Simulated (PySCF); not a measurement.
**A small calculation by hand: chemical shift, span and skew from a shielding tensor**

CH₅ClF₂Si₂, SMILES FC[Si@](F)([SiH3])Cl. Atoms are numbered in the order given.

```xyz
11

F     -1.2823    -2.1584     0.3852
C     -1.5478    -0.8019     0.5672
Si    -0.1365     0.1610    -0.2462
F     -0.4021     0.2158    -1.8526
Si     1.9357    -0.8291     0.1947
Cl    -0.2180     2.1111     0.4617
H     -1.6013    -0.5841     1.6486
H     -2.5274    -0.5556     0.1203
H      2.0143    -2.1583    -0.4713
H      3.0304     0.0551    -0.2945
H      2.0488    -0.9971     1.6718
```
Charge 0, spin multiplicity 1.

Coordinates come from a B3LYP-D3(BJ)/def2-SVP optimisation. The structure was generated by enumeration; whether it is a known compound was not checked. Other conformers were not sampled.

GIAO shieldings from PBE/pcSseg-1 (PySCF), non-relativistic, no solvent. The symmetric part of the tensor of Si3 has the principal values 242.4, 294.1, 338.6 ppm. The same nucleus in TMS has σ = 335.4 ppm at this level (PySCF, at its B3LYP-D3(BJ)/def2-TZVP geometry). Without spin–orbit terms, shifts of atoms bonded to Cl or Br come out too high.

### Question
Work out the isotropic shielding, the ²⁹Si shift against TMS, the span and the skew.

### Answer

σ(iso) = (σ11 + σ22 + σ33)/3 = 291.7 ppm. δ = σ(ref) − σ(iso) = 335.4 − (291.7) = 43.7 ppm.
Span Ω = σ33 − σ11 = 96.2 ppm. Skew κ = 3(σ(iso) − σ22)/Ω = -0.07. Tumbling in solution averages the tensor to δ; in a static solid the shielding alone would spread this spin-1/2 line over Ω.
